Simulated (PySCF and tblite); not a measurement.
Values are calculated unless marked as measured or tabulated.
ClF2GeH7Si4, numbered as in [F:1][Si:2]1([F:3])[GeH2:4][Si@@H:5]([Cl:6])[Si@@H:7]1[SiH3:8].

Search: ETKDG and KDG, UFF, GFN2-xTB, 45 starts; geometries at GFN2-xTB. Energies: B3LYP-D3(BJ)/pcSseg-1 (IEF-PCM, dimethylsulfoxide), with GFN2-xTB thermal terms (modes under about 100 cm⁻¹ blended into free rotors). Symmetry numbers and mirror images are counted. Conformers within 2.5 kcal/mol (GFN2-xTB free energy) were kept, 6 at most. GIAO shieldings: B3LYP/pcSseg-1 (IEF-PCM, dimethylsulfoxide). Shifts are against TMS (¹H), TMS (²⁹Si) at the same level; of two unlike H on one atom, a is the less shielded. Programs: PySCF with density fitting and tblite.

Q: Predict the averaged NMR shifts at 298.15 K.

A: ¹H: 5.82 (H5, 1H), 4.53 (H7, 1H), 4.40 (H4a, 1H), 4.34 (H4b, 1H), 3.61 (H8, 3H) ppm. ²⁹Si: 57.4 (Si2), -14.2 (Si5), -57.3 (Si7), -113.7 (Si8) ppm.

Spin–orbit effects of the heavy atoms on shieldings are missing. GFN2-xTB leaves a saturated small ring flat here that puckers in reality. Unscaled ²⁹Si shifts at such levels can be off by tens of ppm; differences between conformers or isomers are more reliable. Shifts are unscaled: against experiment ¹³C can be off by 15 ppm or more and ¹H by 0.8 ppm.
